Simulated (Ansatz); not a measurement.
```yaml
crystal:
  periodic: [false, false, false]
  atoms:
    - {symbol: Xx, position_ang: [1.425365, 2.012759, 0.395610]}
    - {symbol: O, position_ang: [1.029883, 1.039514, -0.510701]}
    - {symbol: Al, position_ang: [0.128327, -0.455337, -0.240083]}
    - {symbol: C, position_ang: [-0.154391, -1.062307, 1.553262]}
    - {symbol: C, position_ang: [0.202647, -1.610124, -1.789444]}
    - {symbol: S, position_ang: [-2.139796, 0.759700, -0.745316]}
    - {symbol: H, position_ang: [1.234658, 1.712989, 1.452336]}
    - {symbol: H, position_ang: [0.833792, 2.934334, 0.148116]}
    - {symbol: H, position_ang: [2.440878, 2.309110, 0.280398]}
    - {symbol: H, position_ang: [-0.421510, -0.207920, 2.178794]}
    - {symbol: H, position_ang: [-0.974341, -1.763864, 1.609956]}
    - {symbol: H, position_ang: [0.764113, -1.488729, 1.935653]}
    - {symbol: H, position_ang: [0.182817, -1.126324, -2.771958]}
    - {symbol: H, position_ang: [1.083319, -2.233588, -1.746912]}
    - {symbol: H, position_ang: [-0.712485, -2.339272, -1.848370]}
    - {symbol: H, position_ang: [-1.954371, 1.653577, 0.201390]}
    - {symbol: H, position_ang: [-2.945266, 0.017790, 0.039473]}
basis:
  gaussian: {orbitals: cc-pVTZ, final_grid: {core_spheres: 8, valence_spheres: 7, degree: 23}, point_charges: [{charge: 1.00, position_ang: [7.225, -0.713, -0.252]}]}
hamiltonian: {xc: {name: PBE-QIDH}}
```

```sh
$ ansatz run in.yaml --threads 8 --pin off --events-out ev --progress --plain --max-ram 18278MiB
```

Output, abridged:

```
Error: YAML parse error: error: line 4 column 16: `Xx` is not an element symbol (H … Og, case-exact)
 --> <input>:4:16
2 |   periodic: [false, false, false]
3 |   atoms:
4 |     - {symbol: Xx, position_ang: [1.425365, 2.012759, 0.395610]}
5 |     - {symbol: O, position_ang: [1.029883, 1.039514, -0.510701]}
6 |     - {symbol: Al, position_ang: [0.128327, -0.455337, -0.240083]}
```

Task: What is wrong with this run?

Result: An element symbol is wrong. The input was rejected before any iteration.
